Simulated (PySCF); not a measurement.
**Electron correlation in B⁺ (boron, charge +1)**

[He] 2s1 2p1, high-spin 3P determinant (an excited configuration). All numbers are calculated (PySCF 2.14, the non-relativistic Hamiltonian (point nucleus), in def2-QZVPPD (8s4p4d2f1g, 63 functions)). Frozen: nothing; 4 electrons correlated.

```
  level  correlation energy (mhartree)
   CCSD                         -24.86
    (T)                          -0.04
CCSD(T)                         -24.90
```

Diagnostics: T1 = 0.0017, D1 = 0.0041, largest double amplitude 0.026.

Cost of the coupled-cluster step: about 7 core-seconds, for 4 correlated electrons.

This basis was not built for core-valence correlation, so the inner-shell part is incomplete.
